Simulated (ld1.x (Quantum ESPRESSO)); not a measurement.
**Before and after: TM potential for lithium**

lithium (Li), norm-conserving Troullier–Martins (Kleinman–Bylander form), made with ld1.x (Quantum ESPRESSO) 7.5 (BLYP, scalar-relativistic). Core none, reference 1s2 2s0 2p1. Waves: 1s (bound): rc 0.70 bohr; 2p (bound): rc 4.20 bohr. Local part: the p channel. Core correction: none.

All-electron outer shells of the reference configuration (BLYP, scalar-relativistic, ld1.x):

| shell | level (eV) | outermost node (bohr) | outermost maximum (bohr) |
| --- | --- | --- | --- |
| 1s | -53.48 | – | 0.36 |
| 2s | -3.26 | 0.83 | 2.97 |
| 2p | -1.43 | – | 3.67 |

Change: wave 2p (bound): rc 4.20 bohr becomes 2p (bound): rc 3.38 bohr.

Cutoffs: the cutoffs (Ry, on a coarse ladder) from which the occupation-weighted sum of valence levels, in a spherical-Bessel basis at the reference potential, stays within 10 and 1 mRy of its value at 400 Ry; they do not see the model core or the augmentation charge, which bear on the density cutoff. Errors are all-electron minus pseudo energies relative to the spin-unpolarised reference configuration.

Question: What does the change do?

Answer: Of the 4 tests that both files solve, the error grows in 1 and shrinks in 3 by more than 15 % and 0.3 meV (median size 188.1 → 141.2 meV); neither file shows a bound ghost.

| quantity | base | changed |
| --- | --- | --- |
| cutoff, loose | 160 Ry | 160 Ry |
| cutoff, tight | over 300 Ry | over 300 Ry |
| bound ghosts | none | none |
| error for 1s2 2s1 2p0, meV [ΔE -1.80 eV] | +228 | +169 |
| error for 1s2 2s0 2p0, meV [ΔE 3.52 eV] | +14 | +3.6 |
| error for 1s2 2s0.5 2p0, meV [ΔE 0.21 eV] | +148 | +114 |
| error for 1s1 2s1 2p0, meV [ΔE 66.91 eV] | +380 | +529 |
